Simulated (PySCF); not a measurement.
Molecule: SMILES Cc1n(C=O)cc[n+]1C, [C6H9N2O]+.

Bonds (- single, = double, # triple, : aromatic): C1-C2, C2:N3, N3-C4, C4=O5, N3:C6, C6:C7, C7:N8, N8-C9, N8:C2. C1 carries H10, H11, H12; C4 carries H13; C6 carries H14; C7 carries H15; C9 carries H16, H17, H18. Formal charges: N8 +1.

Total charge +1.

Frames of a GFN2-xTB Langevin trajectory at 400 K; GIAO PBE0/pcSseg-1 shieldings in PySCF 2.14, gas phase, non-relativistic; equivalent atoms averaged within each frame.

Scale: TMS for 13C (186.93 ppm) and 1H (31.72 ppm); NH3 for 15N (267.73 ppm); 17O (336.08 ppm) vs H2O (reference shieldings calculated alike). The references are static minima.

Q: How do the shifts (ppm) fluctuate along the trajectory?

A: 
```tsv
time (fs)	C4	C2	C7	C6	C9	C1	N3	N8	O5	H13
250	159.9	148.0	136.7	130.9	39.7	13.6	237.3	203.6	576.5	8.38
425	167.7	154.8	139.9	121.5	40.5	15.7	241.7	220.8	596.2	9.36
625	167.5	160.7	140.9	136.1	39.5	20.2	239.0	224.8	595.5	10.26
800	161.5	156.8	132.6	135.4	37.7	14.8	248.6	208.1	564.1	9.89
1000	163.6	157.6	133.8	130.4	42.7	14.5	248.1	203.2	580.9	8.51
mean of frames	164.0	155.6	136.8	130.9	40.0	15.8	242.9	212.1	582.6	9.28
standard deviation	3.5	4.7	3.6	5.8	1.8	2.6	5.2	10.0	13.5	0.83
```

5 frames give an uncertainty of the mean of about the standard deviation over 2.2 at best, since frames this close in time may not be independent; classical motion lacks zero-point vibration, and the reference would need the same averaging.
